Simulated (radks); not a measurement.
Q: Valence configurations of O III (all share [He]). All-electron calculation, scalar-relativistic Kohn-Sham, PBE, spin-polarised, spherical densities, finite nucleus; open shells are filled with parallel spins first; Fermi nuclear charge, rms radius 2.6991 fm. Program: a radial shooting solver on a logarithmic mesh with Libxc functionals. Order these by energy: 2s1.5 2p2.5; 2s2 2p2; 2s1 2p3; 2p4; 2s0.5 2p3.5.

A: From the lowest, in eV above it: 2s2 2p2 0.000; 2s1.5 2p2.5 4.484; 2s1 2p3 7.334; 2s0.5 2p3.5 19.543; 2p4 30.258. NIST lists [He] 2s2 2p2 as the ground configuration; this level of theory agrees among the configurations tried. The energies are those of spherical high-spin densities, not of single terms.
